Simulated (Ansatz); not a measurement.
Coupled-cluster run, C₆H₁₆F₂N₂Zr (`CC(C)[NH][Zr]([F])([F])[NH]C(C)C`).

```yaml
crystal:
  periodic: [false, false, false]
  atoms:
    - {symbol: C, position_ang: [-1.454045, -2.350253, -0.774179]}
    - {symbol: C, position_ang: [-2.490449, -1.555116, 0.001404]}
    - {symbol: C, position_ang: [-2.619483, -2.065440, 1.428736]}
    - {symbol: N, position_ang: [-2.135884, -0.144145, -0.017194]}
    - {symbol: Zr, position_ang: [-0.624524, 0.843110, -0.931433]}
    - {symbol: F, position_ang: [-1.063679, 2.715754, -0.937693]}
    - {symbol: F, position_ang: [-0.262344, 0.185232, -2.710027]}
    - {symbol: N, position_ang: [0.998387, 0.515843, 0.248216]}
    - {symbol: C, position_ang: [2.340984, 1.038817, 0.051359]}
    - {symbol: C, position_ang: [2.806208, 1.841040, 1.257376]}
    - {symbol: C, position_ang: [2.373600, 1.885150, -1.211586]}
    - {symbol: H, position_ang: [-0.463974, -2.242142, -0.315920]}
    - {symbol: H, position_ang: [-1.390694, -2.022678, -1.815313]}
    - {symbol: H, position_ang: [-1.701300, -3.413269, -0.775819]}
    - {symbol: H, position_ang: [-3.461193, -1.693062, -0.497723]}
    - {symbol: H, position_ang: [-3.363857, -1.490527, 1.985881]}
    - {symbol: H, position_ang: [-1.663079, -1.976624, 1.951411]}
    - {symbol: H, position_ang: [-2.926051, -3.114658, 1.443183]}
    - {symbol: H, position_ang: [-2.803945, 0.403762, 0.516461]}
    - {symbol: H, position_ang: [0.933532, -0.022113, 1.103175]}
    - {symbol: H, position_ang: [3.040951, 0.201260, -0.091800]}
    - {symbol: H, position_ang: [2.780303, 1.231828, 2.164886]}
    - {symbol: H, position_ang: [3.831050, 2.197702, 1.122025]}
    - {symbol: H, position_ang: [2.153979, 2.705092, 1.410850]}
    - {symbol: H, position_ang: [1.707088, 2.750823, -1.115524]}
    - {symbol: H, position_ang: [2.081306, 1.303528, -2.092109]}
    - {symbol: H, position_ang: [3.377122, 2.271096, -1.398645]}
basis:
  gaussian: {orbitals: def2-SVP}
correlation: {method: ccsd_t}
```

```sh
$ ansatz run in.yaml --threads 10 --pin off --events-out ev --progress --plain --max-ram 110592MiB --backend cuda --devices 0, --max-vram 75GiB
```

Log, shortened:

```
Functional definition: HF
2572 factors; integrals over basis functions are off by at most 1.5e-3 eV
mean field evaluation 1: about -16062.1983 eV, gradient 6.7e1 eV
mean field evaluation 2: about -16062.4901 eV, gradient 6.7e1 eV
mean field evaluation 4: about -16072.6256 eV, gradient 6.4e0 eV
mean field evaluation 8: about -16072.7792 eV, gradient 5.1e-1 eV
mean field -16072.77982052 eV, -590.6637638828 hartree, gradient 1.5e-6 eV, S^2 0.000000; 0 other end points of the search recorded, 0 dependent functions left out
10 core orbitals not correlated: weight in the atoms' cores, before any rotation towards them, 1.000 or more for the frozen orbitals, at most 0.000 for the correlated occupied ones
reference -16072.77982052 eV, -590.6637638828 hartree; 38, 38 occupied and 203, 203 virtual orbitals, 2572 factors
second order -50.08926997 eV of doubles, -0.00000000 eV of singles
cycle   1  -50.92627063 eV  change   -8.4e-1 eV  update   1.9e-1
cycle   2  -52.13860133 eV  change    -1.2e0 eV  update   6.9e-2
cycle   3  -52.56546832 eV  change   -4.3e-1 eV  update   3.7e-2
cycle   4  -52.57508039 eV  change   -9.6e-3 eV  update   9.6e-3
cycle   5  -52.56352243 eV  change    1.2e-2 eV  update   4.2e-3
cycle   6  -52.56425660 eV  change   -7.3e-4 eV  update   1.6e-3
cycle   7  -52.56399888 eV  change    2.6e-4 eV  update   6.0e-4
cycle   8  -52.56366471 eV  change    3.3e-4 eV  update   2.7e-4
cycle   9  -52.56379491 eV  change   -1.3e-4 eV  update   8.5e-5
cycle  10  -52.56384101 eV  change   -4.6e-5 eV  update   3.9e-5
perturbative correction -1.60191537 eV, -0.0588693038 hartree
Total energy: -16126.94557690 eV, -592.6543187147 hartree
```

Run time 6 s (10 threads of an AMD EPYC 7R13 on a shared host and a whole NVIDIA H100 80 GB); peak host memory 0.85 GiB.

MP2 recovers 92.5 % of the CCSD(T) correlation energy and the triples give 3.0 %; T1 = 0.0145.
